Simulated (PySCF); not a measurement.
# Hartree-Fock beside MP2: BGeH3NO

All numbers below are calculated, not measured. The program is PySCF 2.14.0, an open-source quantum chemistry code, run on an isolated molecule that a program drew, which may never have been made. The molecule is BGeH3NO (charge 0, doublet), drawn as the SMILES string `[BH][N]=[GeH][OH]`.

The geometry was optimised and harmonic frequencies were computed with HF and MP2, all in the cc-pVDZ basis, for the commonest isotopes, with a restricted reference for singlets and an unrestricted one otherwise, and a frozen core in MP2. Germanium has the cc-pVDZ-PP basis, with a core potential (ECP10MDF) in place of its 10 inner electrons, and its 3s, 3p and 3d shells are frozen in MP2. Each result is a local minimum of its method.

Geometry at the HF minimum:
```xyz
7
BGeH3NO, angstrom
B     0.6961   -1.7907   -2.5117
N     0.2005   -0.8538   -1.8648
Ge   -0.4443    0.4174   -0.7610
O     0.6126    1.8298   -1.0136
H     1.1578   -2.6718   -3.1323
H    -1.8961    0.7640   -1.1641
H     0.4124    2.5704   -0.4589
```

Lengths of the bonds as drawn, in Å (atoms numbered as above):
```
  bond     HF    MP2
 B1-N2  1.242  1.270
N2-Ge3  1.803  1.833
Ge3-O4  1.782  1.810
 B1-H5  1.172  1.181
Ge3-H6  1.546  1.555
 O4-H7  0.947  0.970
```

Rotational constants, in GHz:
```
constant,HF,MP2
A,13.14,12.72
B,3.243,3.144
C,2.644,2.563
```

Harmonic frequencies in cm^-1, each column in rising order, so a row needn't be the same motion in every method:
| rank | HF | MP2 |
|---|---|---|
| 1 | 110 | 101 |
| 2 | 160 | 146 |
| 3 | 193 | 202 |
| 4 | 287 | 262 |
| 5 | 592 | 550 |
| 6 | 709 | 662 |
| 7 | 730 | 697 |
| 8 | 753 | 703 |
| 9 | 818 | 707 |
| 10 | 827 | 715 |
| 11 | 931 | 911 |
| 12 | 1970 | 1821 |
| 13 | 2108 | 2060 |
| 14 | 2985 | ? |
| 15 | 4153 | 3836 |

**Estimate the missing MP2 frequency from the HF column.**

A single factor s that minimises the squared misfit of MP2 against s times HF over the other rows is sum(HF x MP2) / sum(HF^2) = 0.9317, with an rms misfit of 37 cm^-1. For rank 14 it gives 0.9317 x 2985 = 2781 cm^-1. The calculation gives 2903 cm^-1, 122 cm^-1 above the estimate. The drawn bonds are on average 1.5 % longer in MP2 than in HF.
